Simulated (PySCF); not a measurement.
# Identify the compound

The spectra below were simulated for a compound C₃H₈ClPSi.

$^{1}$H NMR (300 MHz, computed): δ 6.27 (m, 1H), 6.23 (m, 1H), 4.55 (m, 2H), 1.94 (m, 2H), 1.07 (m, 2H).

$^{13}$C{$^{1}$H} NMR (computed): δ 136.2 (CH), 132.7 (CH), 15.3 (CH2).

PySCF calculation with structure optimised with GFN2-xTB and σ from GIAO-PBE0/pcSseg-1; relativity neglected, no solvent, one conformer, averaged over atoms made equivalent by symmetry, fast rotation or ring inversion.

Scale: $^{1}$H (31.72 ppm), $^{13}$C (186.93 ppm) vs TMS (reference shieldings calculated alike).

Problem. What is the structure?

Solution. 
- 3 carbon signals for 3 carbons: no two carbons are equivalent.
- Carbon types of the structure: 2 × CH, 1 × CH2, leaving 4 H on heteroatoms.
- δC 136.2, 132.7: alkene CH; as expected for a trigonal carbon in a double bond.
- δC 15.3: allylic sp3 CH2 bonded to Si.
- δH 6.27, 6.23: hydrogen on an alkene CH; attached to an sp2 carbon and in the plane of the double bond.
- δH 4.55: hydrogen on a silicon bonded to C, P.
- δH 1.94: hydrogen on an allylic sp3 CH2 bonded to Si; allylic position.
- δH 1.07: hydrogen on a phosphorus bonded to Si.

Structure: SMILES P[SiH2]C/C=C\Cl.

The data come from this structure; uniqueness wasn't tested.

Carbons that carry Cl, above all several Cl atoms, come out too deshielded, partly because spin–orbit coupling is missing. Splittings by $^{31}$P in the carbon and heteronuclear signals aren't shown, as no couplings were computed. Shifts are as computed. Against solution values, carbons near 30 ppm lie about +3 ppm off and those near 130 ppm about +5 ppm; carbons on Cl a further +6 ppm. Of 1211 compounds with measured shifts, 218 miss one by over three times the rms of a fit or turn the order of signals round; such compounds aren't used in these exercises. No couplings were computed; multiplicities are counted from neighbouring protons, with m where these are inequivalent, close in shift, in a saturated or five-membered ring or joined by F or P, and br s for small geminal =CH2 splittings.
